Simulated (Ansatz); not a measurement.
`C[CH](C)[SbH2]` + H₂O → `[OH][SbH2]` + `CCC` at 600 K and 1 bar (formal hydrolysis of the Sb–C bond).

Computed with Ansatz on PBE0-D4/def2-TZVP structures; ΔE is electronic, products minus reactants. CCSD(T)/CBS adds triple-zeta CCSD(T) − MP2 to the extrapolated MP2 energy (def2 sets, frozen cores). This one scheme is used for every species. Elements past krypton have def2 core potentials. For Sb outer-core shells are correlated without core-valence functions, which leaves a few kJ/mol of doubt a bond.

```tsv
species	CCSD(T)/CBS energy (Eh)	H − E (kJ/mol)	S (J/(mol·K))
`C[CH](C)[SbH2]`	-359.57575	343.5	440.6
H₂O	-76.37941	76.8	212.8
`[OH][SbH2]`	-316.98030	103.5	324.2
`CCC`	-118.98051	315.9	335.6
```

H − E and S are ideal-gas, rigid-rotor, harmonic terms from PBE0-D4/def2-TZVP, for one conformer and one mirror image of each species. 1 Eh = 2625.50 kJ/mol, R = 8.31446 J/(mol·K).

**Question.** By hand: ΔE, ΔH, ΔS and ΔG.

**Answer.** ΔE = (-316.98030) + (-118.98051) − (-359.57575) − (-76.37941) = -0.00565 Eh = -14.8 kJ/mol. Δ(H − E) = 103.5 + 315.9 − 343.5 − 76.8 = -0.9, so ΔH = -15.7 kJ/mol. ΔS = 324.2 + 335.6 − 440.6 − 212.8 = 6.4 J/(mol·K). ΔG = -15.7 − 600 × (6.4)/1000 = -19.5 kJ/mol.

**Question.** By hand: the equilibrium constant, and the temperature at which ΔG would vanish if ΔH and ΔS stayed fixed.

**Answer.** log₁₀ K = −ΔG/(RT ln 10) = 1.7. ΔH and −TΔS have one sign here, so there is no such temperature.

The number of gas molecules stays the same, so ΔS is small and ΔH decides. A doubt of 5 kJ/mol in ΔE shifts log₁₀ K by 0.4 here. Other conformers and mirror images would add mixing entropy, several J/(mol·K) or more a flexible species. These are equilibria of isolated gas molecules and say nothing of rates. Largest T1 diagnostic: 0.014 (customary marks: 0.02 for closed shells, 0.045 for open ones).

ΔS is within the doubt of such terms, so its sign, and with it that verdict, could turn.
